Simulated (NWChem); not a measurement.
System: C₂H₄O₂Si; SMILES O=C1OC[SiH2]1

NWChem input:

```
start job
memory heap 200 mb stack 900 mb global 1100 mb
geometry units angstroms noautosym nocenter noautoz
  O      0.532373    -2.028902     0.000000
  C      0.160646    -0.888886     0.000000
  O     -1.177453    -0.506466     0.000000
  C     -1.141804     0.960861     0.000000
  Si     0.775529     0.972291     0.000000
  H     -1.652873     1.349802    -0.903838
  H     -1.652873     1.349802     0.903838
  H      1.469851     1.475684     1.232801
  H      1.469851     1.475684    -1.232801
end
basis spherical
  * library 6-31g*
end
dft
  xc xcamb88 1.00 lyp 0.81 vwn_5 0.19 hfexch 1.00
  cam 0.33 cam_alpha 0.19 cam_beta 0.46
  iterations 150
end
property
  efieldgrad
end
task dft property
```

NWChem printed, in part:

```
             Northwest Computational Chemistry Package (NWChem) 7.3.0
             --------------------------------------------------------

                             Geometry "geometry" -> ""
                             -------------------------

 Output coordinates in angstroms (scale by  1.889725989 to convert to a.u.)

  No.       Tag          Charge          X              Y              Z
 ---- ---------------- ---------- -------------- -------------- --------------
    1 O                    8.0000     0.53237300    -2.02890200     0.00000000
    2 C                    6.0000     0.16064600    -0.88888600     0.00000000
    3 O                    8.0000    -1.17745300    -0.50646600     0.00000000
    4 C                    6.0000    -1.14180400     0.96086100     0.00000000
    5 Si                  14.0000     0.77552900     0.97229100     0.00000000
    6 H                    1.0000    -1.65287300     1.34980200    -0.90383800
    7 H                    1.0000    -1.65287300     1.34980200     0.90383800
    8 H                    1.0000     1.46985100     1.47568400     1.23280100
    9 H                    1.0000     1.46985100     1.47568400    -1.23280100

 Effective nuclear repulsion energy (a.u.)     216.5452837553

                              NWChem Property Module
                              ----------------------

  itol2e modified to match energy
  convergence criterion.

                                 NWChem DFT Module
                                 -----------------

 Summary of "ao basis" -> "ao basis" (spherical)
 ------------------------------------------------------------------------------
       Tag                 Description            Shells   Functions and Types
 ---------------- ------------------------------  ------  ---------------------
 O                           6-31g*                  6       14   3s2p1d
 C                           6-31g*                  6       14   3s2p1d
 Si                          6-31g*                  8       18   4s3p1d
 H                           6-31g*                  2        2   2s

  itol2e modified to match energy
  convergence criterion.

            General Information
            -------------------
          SCF calculation type: DFT
          Wavefunction type:  closed shell.
          No. of atoms     :     9
          No. of electrons :    46
           Alpha electrons :    23
            Beta electrons :    23
          Charge           :     0
          Spin multiplicity:     1
          Use of symmetry is: off; symmetry adaption is: off
          Maximum number of iterations: 150
          AO basis - number of functions:    82
                     number of shells:    40
          Convergence on energy requested:  1.00D-07
          Convergence on density requested:  1.00D-05
          Convergence on gradient requested:  5.00D-04

              XC Information
              --------------
                     Hartree-Fock (Exact) Exchange  1.000
                   CAM-Becke88 Exchange Functional  1.000
                      VWN V Correlation Functional  0.190 local
              Lee-Yang-Parr Correlation Functional  0.810

           Range-Separation Parameters
           ---------------------------
           Alpha           :  0.19
           Beta            :  0.46
           Gamma           :  0.33
           Short-Range HF  :     F

             Grid Information
             ----------------
          Grid used for XC integration:  fine
          Radial quadrature: Mura-Knowles
          Angular quadrature: Lebedev.
          Tag              B.-S. Rad. Rad. Pts. Rad. Cut. Ang. Pts.
          ---              ---------- --------- --------- ---------
          O                   0.60       70          11.0       590
          C                   0.70       70           9.0       590
          Si                  1.10      123           8.0       770
          H                   0.35       60          10.0       590
          Grid pruning is: on
          Number of quadrature shells:   643
          Spatial weights used:  Erf1

      Superposition of Atomic Density Guess
      -------------------------------------

 Sum of atomic energies:        -515.63945044

      Non-variational initial energy
      ------------------------------

 Total energy =    -517.705888
 1-e energy   =   -1140.712170
 2-e energy   =     406.460998
 HOMO         =      -0.310332
 LUMO         =       0.004378

   convergence    iter        energy       DeltaE   RMS-Dens  Diis-err
 ---------------- ----- ----------------- --------- --------- ---------
 d= 0,ls=0.0,diis     1   -518.2699838618 -7.35D+02  1.62D-02  1.15D+00
 d= 0,ls=0.0,diis     2   -518.1566072729  1.13D-01  9.59D-03  2.68D+00
 d= 0,ls=0.0,diis     3   -518.4044368592 -2.48D-01  2.11D-03  4.84D-02
 d= 0,ls=0.0,diis     4   -518.4067573799 -2.32D-03  9.70D-04  2.79D-02
 d= 0,ls=0.0,diis     5   -518.4093012350 -2.54D-03  2.10D-04  4.74D-04
  Resetting Diis
 d= 0,ls=0.0,diis     6   -518.4093538085 -5.26D-05  8.05D-05  3.74D-05
 d= 0,ls=0.0,diis     7   -518.4093601562 -6.35D-06  3.39D-05  2.74D-06
 d= 0,ls=0.0,diis     8   -518.4093604398 -2.84D-07  1.20D-05  2.68D-06
 d= 0,ls=0.0,diis     9   -518.4093607240 -2.84D-07  5.05D-06  2.81D-07
 d= 0,ls=0.0,diis    10   -518.4093607556 -3.15D-08  3.66D-06  2.94D-08

         Total DFT energy =     -518.409360755555
      One electron energy =    -1143.389704580238
           Coulomb energy =      458.746185887909
    Exchange-Corr. energy =      -50.311125818544
 Nuclear repulsion energy =      216.545283755318

 Numeric. integr. density =       46.000001957871

                       DFT Final Molecular Orbital Analysis
                       ------------------------------------

 Vector   21  Occ=2.000000D+00  E=-3.827352D-01
              MO Center= -4.9D-01,  5.5D-01,  2.3D-10, r^2= 2.8D+00
   Bfn.  Coefficient  Atom+Function         Bfn.  Coefficient  Atom+Function
  ----- ------------  ---------------      ----- ------------  ---------------
    45      0.367568  4 C  px                63     -0.337703  5 Si px
    32     -0.235356  3 O  py                31     -0.229380  3 O  px
    49      0.193670  4 C  px                34      0.168129  3 O  s
    35     -0.158054  3 O  px                36     -0.153533  3 O  py
    59      0.136435  5 Si px                46      0.130637  4 C  py

[...]

          -----------------------
          Electric field gradient
          -----------------------

 1 a.u. = 0.324123 10**(16) esu/cm**3  ( or statvolts/cm**2 ) = 0.97174 10**(22) v/m**2

 ------------------------------------------------------------
   Atom      X         Y         Z
 ------------------------------------------------------------
    1 O    1.00604  -3.83407   0.00000
 ------------------------------------------------------------

 Electric field gradient in molecular frame (a.u.)
         XX             YY             ZZ             XY             XZ             YZ
 ------------------------------------------------------------------------------------------
        1.226274      -0.351891      -0.874383       0.627017      -0.000000      -0.000000

 Principal components (a.u.) and orientation
 of principal axis w.r.t. absolute frame                      Asymmetry parameter eta
 --------------------------------------------------------------------------------------
        1.445061      -0.874383      -0.570679                       0.210167

        0.944172       0.000000      -0.329453
        0.329453       0.000000       0.944172
       -0.000000       1.000000      -0.000000

 ------------------------------------------------------------
   Atom      X         Y         Z
 ------------------------------------------------------------
    2 C    0.30358  -1.67975   0.00000
 ------------------------------------------------------------

 Electric field gradient in molecular frame (a.u.)
         XX             YY             ZZ             XY             XZ             YZ
 ------------------------------------------------------------------------------------------
       -0.030961       0.393218      -0.362257       0.065337      -0.000000      -0.000000

 Principal components (a.u.) and orientation
 of principal axis w.r.t. absolute frame                      Asymmetry parameter eta
 --------------------------------------------------------------------------------------
        0.403054      -0.362257      -0.040797                       0.797560

        0.148864       0.000000       0.988858
        0.988858       0.000000      -0.148864
       -0.000000       1.000000      -0.000000

 ------------------------------------------------------------
   Atom      X         Y         Z
 ------------------------------------------------------------
    3 O   -2.22506  -0.95708   0.00000
 ------------------------------------------------------------

 Electric field gradient in molecular frame (a.u.)
         XX             YY             ZZ             XY             XZ             YZ
 ------------------------------------------------------------------------------------------
       -0.132007      -1.022764       1.154771       0.805459      -0.000000       0.000000

 Principal components (a.u.) and orientation
 of principal axis w.r.t. absolute frame                      Asymmetry parameter eta
 --------------------------------------------------------------------------------------
       -1.497780       1.154771       0.343009                       0.541977

       -0.507986      -0.000000       0.861365
        0.861365      -0.000000       0.507986
       -0.000000       1.000000       0.000000

 ------------------------------------------------------------
   Atom      X         Y         Z
 ------------------------------------------------------------
    4 C   -2.15770   1.81576   0.00000
 ------------------------------------------------------------

 Electric field gradient in molecular frame (a.u.)
         XX             YY             ZZ             XY             XZ             YZ
 ------------------------------------------------------------------------------------------
        0.251844      -0.424709       0.172865      -0.041002      -0.000000      -0.000000

 Principal components (a.u.) and orientation
 of principal axis w.r.t. absolute frame                      Asymmetry parameter eta
 --------------------------------------------------------------------------------------
       -0.427185       0.254320       0.172865                       0.190679

        0.060274       0.998182       0.000000
        0.998182      -0.060274      -0.000000
        0.000000      -0.000000       1.000000

 ------------------------------------------------------------
   Atom      X         Y         Z
 ------------------------------------------------------------
    5 Si   1.46554   1.83736   0.00000
 ------------------------------------------------------------

 Electric field gradient in molecular frame (a.u.)
         XX             YY             ZZ             XY             XZ             YZ
 ------------------------------------------------------------------------------------------
        0.052701      -0.229169       0.176468       0.339010      -0.000000       0.000000

 Principal components (a.u.) and orientation
 of principal axis w.r.t. absolute frame                      Asymmetry parameter eta
 --------------------------------------------------------------------------------------
       -0.455372       0.278905       0.176468                       0.224953

       -0.555034       0.831828       0.000000
        0.831828       0.555034       0.000000
       -0.000000      -0.000000       1.000000

 ------------------------------------------------------------
   Atom      X         Y         Z
 ------------------------------------------------------------
    6 H   -3.12348   2.55076  -1.70801
 ------------------------------------------------------------

 Electric field gradient in molecular frame (a.u.)
         XX             YY             ZZ             XY             XZ             YZ
 ------------------------------------------------------------------------------------------
        0.056125       0.073657      -0.129781       0.064246      -0.148786       0.109570

 Principal components (a.u.) and orientation
 of principal axis w.r.t. absolute frame                      Asymmetry parameter eta
 --------------------------------------------------------------------------------------
       -0.260517       0.139088       0.121429                       0.067783

        0.455612       0.889792       0.026233
       -0.355222       0.154710       0.921891
        0.816232      -0.429343       0.386561

 ------------------------------------------------------------
   Atom      X         Y         Z
 ------------------------------------------------------------
    7 H   -3.12348   2.55076   1.70801
 ------------------------------------------------------------

 Electric field gradient in molecular frame (a.u.)
         XX             YY             ZZ             XY             XZ             YZ
 ------------------------------------------------------------------------------------------
        0.056125       0.073657      -0.129781       0.064246       0.148786      -0.109570

 Principal components (a.u.) and orientation
 of principal axis w.r.t. absolute frame                      Asymmetry parameter eta
 --------------------------------------------------------------------------------------
       -0.260517       0.139088       0.121429                       0.067783

       -0.455612       0.889792       0.026233
        0.355222       0.154710       0.921891
        0.816232       0.429343      -0.386561

 ------------------------------------------------------------
   Atom      X         Y         Z
 ------------------------------------------------------------
    8 H    2.77762   2.78864   2.32966
 ------------------------------------------------------------

 Electric field gradient in molecular frame (a.u.)
         XX             YY             ZZ             XY             XZ             YZ
 ------------------------------------------------------------------------------------------
        0.025185       0.046309      -0.071494      -0.030649      -0.078913      -0.057504

 Principal components (a.u.) and orientation
 of principal axis w.r.t. absolute frame                      Asymmetry parameter eta
 --------------------------------------------------------------------------------------
       -0.138645       0.070609       0.068036                       0.018553

        0.459036       0.521555      -0.719212
        0.332241       0.650025       0.683435
        0.823955      -0.552673       0.125103

 ------------------------------------------------------------
   Atom      X         Y         Z
 ------------------------------------------------------------
    9 H    2.77762   2.78864  -2.32966
 ------------------------------------------------------------

 Electric field gradient in molecular frame (a.u.)
         XX             YY             ZZ             XY             XZ             YZ
 ------------------------------------------------------------------------------------------
        0.025185       0.046309      -0.071494      -0.030649       0.078913       0.057504

 Principal components (a.u.) and orientation
 of principal axis w.r.t. absolute frame                      Asymmetry parameter eta
 --------------------------------------------------------------------------------------
       -0.138645       0.070609       0.068036                       0.018553

       -0.459036       0.521555      -0.719212
       -0.332241       0.650025       0.683435
        0.823955       0.552673      -0.125103
```

Level: CAM-B3LYP/6-31G* (spherical d). The geometry was optimised at PBE-D3(BJ)/def2-SVP. NWChem prints the field gradient with the sign opposite to the second derivative of the potential.
